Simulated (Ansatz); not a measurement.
The same group exchange along the group Cl, Br, I.

Calculated with Ansatz (gas phase, PBE0-D4/def2-TZVP geometries, no zero-point term in ΔE). CCSD(T)/CBS is the MP2 limit (def2-TZVPP, def2-QZVPP) plus CCSD(T) − MP2 in def2-TZVPP, frozen cores. This one scheme is used for every species. Functionals use def2-TZVPP. Elements past krypton have def2 core potentials. For Br, I outer-core shells are correlated without core-valence functions, which leaves a few kJ/mol of doubt a bond. Scalar relativity is left out up to krypton. Each species was taken in one conformer, which may not be the lowest.

```json
{"reaction": "`BCCCl` + CH₄ → `CCCCl` + BH₃", "CCSD(T)/CBS(def2) (kJ/mol)": "?"}
{"reaction": "`BCCBr` + CH₄ → `CCCBr` + BH₃", "CCSD(T)/CBS(def2) (kJ/mol)": "53"}
{"reaction": "`BCCI` + CH₄ → `CCCI` + BH₃", "CCSD(T)/CBS(def2) (kJ/mol)": "52"}
```

(1) Fill in the missing values. (Estimate.)

Largest T1 diagnostic: 0.009, for `BCCCl`.

Answers

(1) Ansatz gave: `BCCCl` + CH₄ → `CCCCl` + BH₃: +52.6 kJ/mol.
